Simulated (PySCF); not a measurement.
Compound: C7H9F3O2.
Z-matrix (Å and degrees, GFN2-xTB geometry), rows numbered from 1:
```
O 
C   1  1.1959
C   2  1.5002  1  126.68
C   3  1.5416  2  109.72  1  -112.24
C   4  1.5326  3  108.70  2   175.90
O   5  1.4044  4  112.17  3   -57.37
C   6  1.4081  5  111.90  4    60.83
C   7  1.5295  6  111.82  5   -60.48
C   2  1.5629  1  118.92  3  -177.88
F   9  1.3315  2  111.68  1   -32.30
F   9  1.3429  2  112.67  1  -152.97
F   9  1.3421  2  110.85  1    87.60
H   3  1.0971  2  108.47  1   129.57
H   4  1.0915  3  109.24  2    56.84
H   4  1.0896  3  111.43  2   -63.69
H   5  1.0916  4  110.21  3  -175.14
H   5  1.1019  4  109.38  3    65.03
H   7  1.0911  6  105.83  5   178.90
H   7  1.1021  6  109.87  5    61.47
H   8  1.0899  3  110.46  2    63.49
H   8  1.0907  3  109.12  2   -55.50
```

NICS is the negative of the GIAO shielding at a point without a nucleus: at the ring centre (0) and 1 Å above and below it (1); zz is the component along the ring normal. Level: GIAO PBE0/pcSseg-1 (PySCF, non-relativistic, gas phase) on the GFN2-xTB geometry, one conformer.

Ring bond lengths (Å), with Mayer bond orders in brackets: C3–C4 1.542 (0.97), C4–C5 1.533 (1.04), C5–O6 1.404 (0.95), O6–C7 1.408 (0.94), C7–C8 1.530 (1.04), C8–C3 1.530 (1.00).

Task: Give the NICS values of each ring in ppm.

Result: 
```csv
ring,type,NICS(0),"NICS(1), two faces","NICS(1)zz, two faces",rms pucker (Å),"centre to ring atoms, mean (Å)"
C3–C4–C5–O6–C7–C8,6-membered ring with O; formal bonds all single,-3.0,-2.4 / -2.1,2.5 / 2.3,0.23,1.43
```

Task: What do they say, and how far can they be read as aromaticity?

Result: 
- C3–C4–C5–O6–C7–C8: mean NICS(1)zz 2.4 ppm, near zero. C3, C4, C5, C7, C8 have four or more neighbours; no verdict on aromaticity is drawn.

Task: What is the mean of the two in-plane components of NICS at the first NICS(1) probe listed for ring C3–C4–C5–O6–C7–C8, 1 Å off the ring?

Result: The isotropic value is a third of the trace: (3 × -2.4 − (2.5))/2 = -4.8 ppm.
